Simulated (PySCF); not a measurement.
Compound: 3-methylstyrene, C9H10.
Atom-mapped SMILES: `[CH2:1]=[CH:2][c:3]1[cH:4][cH:5][cH:6][c:7]([CH3:8])[cH:9]1` (hydrogens: H10, H11 on C1; H12 on C2; H13 on C4; H14 on C5; H15 on C6; H16, H17, H18 on C8; H19 on C9)

Cartesian coordinates in Å at the PBE0-D3(BJ)/def2-SVP level; atoms count from 1:
```
atom  x, y, z in Å
C1     3.3309   -0.7934   -0.3687
C2     2.0519   -1.1584   -0.2200
C3     0.8825   -0.2784   -0.0982
C4     0.9713    1.1213   -0.1308
C5    -0.1746    1.8987   -0.0093
C6    -1.4244    1.3011    0.1457
C7    -1.5471   -0.0927    0.1821
C8    -2.8913   -0.7402    0.3529
C9    -0.3857   -0.8584    0.0582
H10    4.1218   -1.5422   -0.4490
H11    3.6407    0.2541   -0.4162
H12    1.8224   -2.2294   -0.1804
H13    1.9419    1.6062   -0.2520
H14   -0.0947    2.9882   -0.0366
H15   -2.3177    1.9249    0.2393
H16   -2.8183   -1.8363    0.3245
H17   -3.5885   -0.4274   -0.4403
H18   -3.3493   -0.4583    1.3144
H19   -0.4636   -1.9496    0.0840
```

Level: wB97X-D/def2-SVPD in PySCF, non-relativistic, on one gas-phase PBE0-D3(BJ)/def2-SVP geometry that isn't relaxed in the solvent. The solvent is an IEF-PCM continuum (van der Waals radii × 1.2). Specific hydrogen bonds and non-electrostatic terms are outside this model.

Gas phase at wB97X-D/def2-SVPD: HOMO -8.20 eV, LUMO 0.57 eV, dipole 0.56 D.

What does the continuum do to the energy, the frontier levels and the dipole at wB97X-D/def2-SVPD in chloroform and dimethylsulfoxide?

```
          solvent      ε  E(solvent) − E(gas) (kJ/mol)  polarisation term (kJ/mol)  distortion of the solute (kJ/mol)  HOMO (eV)  LUMO (eV)  dipole (D)
       chloroform  4.711                        -10.90                      -11.99                               1.09      -8.23       0.55        0.70
dimethylsulfoxide  46.83                        -16.08                      -18.52                               2.44      -8.27       0.51        0.75
```

The polarisation term is half the interaction of the solute with the surface charges that it induces; the rest is the cost of distorting the solute's density. The sum is the electrostatic part of solvation alone. From chloroform to dimethylsulfoxide the lowering changes by a factor 1.48, Onsager's factor (ε − 1)/(2ε + 1) by 1.36 and ε itself by 9.9.

Give the dipole vector in the frame of the coordinates (D, pointing from negative to positive charge), gas and dimethylsulfoxide.

Gas (-0.55, -0.05, 0.07), solvent (-0.74, -0.09, 0.09). Its length changes by +34 % and its direction by 2°.

How does the static polarisability (wB97X-D/def2-SVPD, frozen core, with the continuum's full static response) change?

```json
{"medium": "gas", "isotropic (au)": "110.8", "principal values (au)": "65.0, 109.7, 157.8", "⟨r²⟩ of the electrons (bohr²)": "1363.9"}
{"medium": "chloroform", "isotropic (au)": "142.0", "principal values (au)": "82.3, 142.6, 201.3", "⟨r²⟩ of the electrons (bohr²)": "1362.4"}
{"medium": "dimethylsulfoxide", "isotropic (au)": "157.7", "principal values (au)": "94.2, 159.1, 219.7", "⟨r²⟩ of the electrons (bohr²)": "1361.6"}
```

The isotropic value in dimethylsulfoxide is 1.42 times the gas-phase one; no cavity-field correction is applied. ⟨r²⟩ is taken about the centre of nuclear charge.

Cost: about 90 s of CPU time on one thread; the machine was shared, so the figure is rough. This is the whole response run at wB97X-D/def2-SVPD in dimethylsulfoxide, SCF included.

wB97X-D is run here without its empirical dispersion term; that term would change no orbital, density or response property at a fixed geometry.
